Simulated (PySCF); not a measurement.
Excitation energy of O²⁺ by level of theory

O²⁺ [He] 2s2 2p2 (3P) → O²⁺ [He] 2s1 2p2 3s1 (5P), as a difference of total energies. Calculation: PySCF 2.14, in dyall-acv3z (15s9p4d2f, 76 functions); the spin-free X2C one-electron Hamiltonian (Gaussian nucleus). Correlated levels: valence: 1s2 frozen; virtual orbitals above 40 to 60 times the deepest correlated orbital energy dropped. The calculations carry no spin-orbit coupling.

```csv
method,excitation energy (eV)
UHF,39.746
MP2 (valence),41.383
SCS-MP2 (valence),41.837
CCSD (valence),41.813
CCSD(T) (valence),41.847
```

Q: How much does correlation contribute at CCSD(T) (valence)?

A: 41.847 − (39.746) = 2.101 eV, measured against UHF.

The promoted electron is Rydberg-like, and one or two diffuse shells describe it only roughly, which tends to raise the upper state.
